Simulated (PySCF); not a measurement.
CuI, charge +1, multiplicity 2. Atoms are numbered in the order given.

```xyz
2

Cu     0.0000     0.0000    -1.5842
I      0.0000     0.0000     0.8668
```
Charge +1, spin multiplicity 2.

The structure is a stationary point at B3LYP-D3(BJ)/def2-TZVP. The spin state was assumed, not searched. The def2 effective core potentials stand for the cores of I; spin–orbit coupling is left out.

Calculation: B3LYP-D3(BJ)/def2-TZVP run with PySCF.

Frequencies are harmonic and unscaled.

Computed harmonic wavenumbers and intensities:
| mode | ν (cm⁻¹) | IR (km/mol) | moving atoms (share of kinetic energy) |
|---|---|---|---|
| 1 | 207 | 1.8 | Cu 67 %, I 33 % |
